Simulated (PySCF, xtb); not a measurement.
B(Cl)(vinyl)(OH) (C2H4BClO), SMILES OB(C=C)Cl.

Coordinates come from a ωB97X-D3(BJ)/def2-SVP optimisation. One conformer was computed; it need not be the lowest.

These are IEF-PCM-PBE0/def2-SVP (PySCF) values and carry that method's errors.

The values are the electrostatic part of the solvation free energy, E(continuum) − E(gas) at the gas-phase geometry, in a cavity of scaled van der Waals radii (PySCF's table); cavitation and dispersion terms are not included. In vacuum the orbital gap is 6.89 eV. The dipole moment in vacuum is 0.92 D.

| solvent | ε | ΔG(elec) (kcal/mol) | dipole (D) | gap (eV) |
|---|---|---|---|---|
| water | 78.36 | -4.1 | 1.14 | 6.91 |
| tetrahydrofuran | 7.43 | -3.3 | 1.11 | 6.90 |
| ethylethanoate | 5.99 | -3.2 | 1.10 | 6.90 |

For comparison, GFN2-xTB/ALPB(water) (xtb, at the GFN2-xTB geometry, all terms of that model) gives -6.0 kcal/mol.
